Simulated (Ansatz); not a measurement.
CH3Si (SMILES [CH]=[SiH2]) moved off its minimum; all values from Ansatz (a program for electronic structure), cores frozen in correlated methods. Open shells are unrestricted.
(charge 0, multiplicity 2)
```xyz
5

C      1.21839    -0.17280    -0.02160
Si    -0.50947     0.13009     0.06299
H      2.24448    -0.33560     0.08161
H     -1.17202     1.50734    -0.01288
H     -1.41636    -1.03941     0.03315
```

Forces at PBE/def2-TZVPP (eV/Å):

```json
[
 {"atom": "C1", "Fx": "-3.693", "Fy": "0.737", "Fz": "0.009"},
 {"atom": "Si2", "Fx": "2.009", "Fy": "0.074", "Fz": "-0.094"},
 {"atom": "H3", "Fx": "1.470", "Fy": "-0.202", "Fz": "0.103"},
 {"atom": "H4", "Fx": "0.369", "Fy": "-0.587", "Fz": "0.003"},
 {"atom": "H5", "Fx": "-0.156", "Fy": "-0.022", "Fz": "-0.022"}
]
```

Task: Give the forces (eV/Å), the total energy and the dipole at MP2/aug-cc-pV(T+d)Z.

Result: 
```json
[
 {"atom": "C1", "Fx": "-3.919", "Fy": "0.804", "Fz": "0.143"},
 {"atom": "Si2", "Fx": "2.209", "Fy": "-0.001", "Fz": "-0.308"},
 {"atom": "H3", "Fx": "1.075", "Fy": "-0.135", "Fz": "0.052"},
 {"atom": "H4", "Fx": "0.564", "Fy": "-0.988", "Fz": "0.076"},
 {"atom": "H5", "Fx": "0.070", "Fy": "0.320", "Fz": "0.037"}
]
```
Energy -328.6873 hartree, dipole 1.06 D.

Doubts at one or more of the structures used: a spin-contaminated determinant (MP2/aug-cc-pV(T+d)Z).
